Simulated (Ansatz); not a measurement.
`[F][Sn]([F])([F])[Cl]` + `[F][In]([Cl])[SeH]` → `[F][Sn]([F])([F])[SeH]` + `[F][In]([Cl])[Cl]`  (redistribution)

Computed with Ansatz on PBE0-D4/def2-TZVP structures; ΔE is electronic, products minus reactants. CCSD(T)/CBS adds triple-zeta CCSD(T) − MP2 to the extrapolated MP2 energy (def2 sets, frozen cores). DFT in def2-TZVPP. Elements past krypton have def2 core potentials. For In, Se, Sn outer-core shells are correlated without core-valence functions, which leaves a few kJ/mol of doubt a bond. Scalar relativity is left out up to krypton. Each species was taken in one conformer, which may not be the lowest.

```csv
level,ΔE (kJ/mol)
PBE-D4,-1.5
revPBE-D4,-2.2
CAM-B3LYP-D4,-2.3
r2SCAN0,-0.2
LC-ωPBE,-1.8
RPA@PBE/def2-TZVPP,1.3
MP2/def2-TZVPP,1.7
HF/def2-QZVPP,-0.8
```

What does CCSD(T)/CBS give? (Best estimate.)

Ansatz gave: -0.3 kJ/mol. The listed levels differ from it by -1.2, -1.9, -2.0, 0.1, -1.5, 1.6, 2.0, -0.5 kJ/mol.

What do rigid-rotor, harmonic-oscillator terms from PBE0-D4/def2-TZVP frequencies (298.15 K, 1 bar) make of the CCSD(T)/CBS value? (Best estimate.)

Ansatz gave: ΔZPE = -1.1 kJ/mol, ΔH = -0.6 kJ/mol, ΔS = 18 J/(mol·K), ΔG = -5.9 kJ/mol. Modes under 50 cm⁻¹ make the entropy rough.

Largest T1 diagnostic among the species: 0.014.

Leaving LDA and LC-ωPBE aside and taking each functional with its dispersion term where it has one, the values, not all of them listed here, spread over 3.7 kJ/mol, from BLYP-D4 to B97M-V.
